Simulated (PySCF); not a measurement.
C2H6BF3S.
SMILES: `[S+](C)(C)[B-](F)(F)F`

Computed with PySCF at B3LYP/def2-SVPD, non-relativistic, on one gas-phase PBE0-D3(BJ)/def2-SVP geometry that isn't relaxed in the solvent. The solvent is an IEF-PCM continuum (cavity from Bondi-type radii × 1.2), and excitations are vertical TDDFT with non-equilibrium linear response and a frozen core. The model holds no explicit solvent molecules, cavitation or dispersion.

```json
{"run": "gas", "E − E(gas) (kcal/mol)": "0.00", "HOMO (eV)": "-8.04", "HOMO–LUMO gap (eV)": "7.86", "dipole (D)": "5.02", "lowest singlet (eV)": "6.65", "static polarisability (au)": "62.9"}
{"run": "P", "E − E(gas) (kcal/mol)": "-5.47", "HOMO (eV)": "-7.84", "HOMO–LUMO gap (eV)": "7.98", "dipole (D)": "5.90", "lowest singlet (eV)": "6.75", "static polarisability (au)": "76.2"}
{"run": "Q", "E − E(gas) (kcal/mol)": "-7.35", "HOMO (eV)": "-7.78", "HOMO–LUMO gap (eV)": "8.01", "dipole (D)": "6.23", "lowest singlet (eV)": "6.79", "static polarisability (au)": "82.4"}
```

Q: The runs were made in chloroform and methanol. Which run belongs to which solvent?

A: P = chloroform, Q = methanol. The dielectric constants are 4.711 (chloroform), 32.61 (methanol), and the energy falls further as ε rises. The optical constants n² used for the excitations are 2.09, 1.77 in the same order. In this model the ground state sees the solvent through ε alone.

Q: How constant is the ratio of the lowering to (ε − 1)/(2ε + 1)?

A: 
| solvent | (ε − 1)/(2ε + 1) | E − E(gas) (kcal/mol) | ratio (kcal/mol) | polarisation term (kcal/mol) |
| --- | --- | --- | --- | --- |
| chloroform | 0.356 | -5.47 | -15.4 | -6.12 |
| methanol | 0.477 | -7.35 | -15.4 | -8.57 |

The ratio changes by +0.2 % in size from chloroform to methanol. The polarisation term is half the interaction of the solute with the induced surface charges.

Hardware: one thread of an Arm Neoverse N1, shared host. Cost: 42 s wall. This is the whole response run at B3LYP/def2-SVPD in methanol, SCF included.

The values belong to the conformer `[CH3:1][S+:2]([CH3:3])[B-:4]([F:5])([F:6])[F:7]`: C1–S2–B4–F5 -65°.
